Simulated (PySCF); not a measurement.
Species: C2H9GeO, charge 1, multiplicity 1. It need not be the lowest isomer of its formula. 
Structure (B3LYP-D3(BJ)/def2-TZVP (Ansatz) minimum search):
```
O
H 1 0.9697
C 1 1.5034 2 110.91
H 3 1.0875 1 103.58 2 -163.85
H 3 1.0888 4 110.27 1 113.83
C 3 1.5020 4 112.91 5 128.05
H 6 1.0894 3 111.55 4 54.81
H 6 1.0915 7 108.21 3 119.08
H 6 1.0922 7 109.72 8 116.60
Ge 1 1.9482 2 117.52 3 149.57
H 10 1.5210 1 99.16 2 152.40
H 10 1.5219 11 117.60 1 105.07
H 10 1.5242 11 116.52 12 146.32
```
Charge +1, spin multiplicity 1.

Dispersion corrections to the total energy (kcal/mol) from the dftd3 and dftd4 libraries through PySCF: D3(BJ) without and D4 with the three-body term, each with the damping fitted for the functional named.

```json
[
 {"functional": "TPSS", "D3(BJ)": "-6.65", "D4": "-5.76"},
 {"functional": "PW6B95", "D3(BJ)": "-2.63", "D4": "-3.63"},
 {"functional": "HF", "D3(BJ)": "-40.78", "D4": "(withheld)"},
 {"functional": "B2GP-PLYP", "D3(BJ)": "(withheld)", "D4": "-1.80"},
 {"functional": "PBE", "D3(BJ)": "-5.31", "D4": "-4.26"},
 {"functional": "BHLYP", "D3(BJ)": "-7.04", "D4": "(withheld)"},
 {"functional": "HSE06", "D3(BJ)": "-3.46", "D4": "-3.32"}
]
```

### Question
Some entries are withheld; supply them.

### Answer

- HF, D4: -15.72
- B2GP-PLYP, D3(BJ): -3.24
- BHLYP, D4: -4.94
